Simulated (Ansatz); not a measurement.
chlorine atom (Cl), doublet; BHLYP/def2-TZVP in Ansatz (an electronic-structure program).

Ansatz was given this input:
Ansatz 0.2 input:
```yaml
crystal:
  periodic: [false, false, false]
  atoms:
    - {symbol: Cl, position_ang: [0.00000000, 0.00000000, 0.00000000]}
basis:
  gaussian:
    orbitals: def2-TZVP
hamiltonian:
  xc: {name: BHLYP}
magnetization: {spin_polarized: true, initial_magnetization: 1}
accuracy: high
```

Problem. What does Ansatz print? Leave out banner, timings and long lists.

Solution. 
```
Functional definition: BHLYP
366 factors; integrals over basis functions are off by at most 3.1e-9 eV
mean field evaluation 1: about -12521.3733 eV, gradient 4.5e0 eV
mean field evaluation 2: about -12521.4723 eV, gradient 9.7e-1 eV
mean field evaluation 4: about -12521.4770 eV, gradient 1.1e0 eV
mean field evaluation 8: about -12521.4851 eV, gradient 2.1e-2 eV
mean field evaluation 16: about -12521.4851 eV, gradient 5.3e-7 eV
mean field -12521.48512127 eV, -460.1560908390 hartree, gradient 2.4e-8 eV, S^2 0.754560; 0 other end points of the search recorded, 0 dependent functions left out
reference -12521.48513579 eV, -460.1560913727 hartree; 9, 8 occupied and 28, 29 virtual orbitals, 366 factors
Total energy: -12521.48513579 eV, -460.1560913727 hartree
```
